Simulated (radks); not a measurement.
Question: All-electron atom: Ni IV in [Ne] 3p6 3d7 4f2 (not the ground configuration). All-electron calculation, Dirac Kohn-Sham, PBE, spin-unpolarised, spherical densities, finite nucleus; open shells fill j = l - 1/2 first; Fermi nuclear charge, rms radius 3.7757 fm. Program: a radial shooting solver on a logarithmic mesh with Libxc functionals. Some entries of the table are withheld. Estimate them.

| orbital | occ. | eigenvalue (eV) | r(max) (bohr) | <r> (bohr) |
|---|---|---|---|---|
| 1s1/2 | 2 | -8294.927 | 0.03539 | 0.05408 |
| 2s1/2 | 2 | -1060.600 | 0.2045 | 0.2445 |
| 2p1/2 | 2 | -935.7311 | 0.1628 | 0.2128 |
| 2p3/2 | 4 | -918.1886 | 0.1655 | 0.2160 |
| 3p1/2 | 2 | -144.2146 | 0.6311 | 0.7368 |
| 3p3/2 | 4 | -141.7998 | 0.6382 | 0.7450 |
| 3d3/2 | 4 | (1) | (2) | 0.7911 |
| 3d5/2 | 3 | (3) | (4) | 0.7939 |
| 4f5/2 | 2 | (5) | 3.321 | 3.730 |
| 4f7/2 | 0 | (6) | 3.322 | 3.730 |

Answer: 
(1) 3d3/2 eigenvalue (eV): -77.5028
(2) 3d3/2 r(max) (bohr): 0.5917
(3) 3d5/2 eigenvalue (eV): -77.1738
(4) 3d5/2 r(max) (bohr): 0.5937
(5) 4f5/2 eigenvalue (eV): -13.3785
(6) 4f7/2 eigenvalue (eV): -13.3776
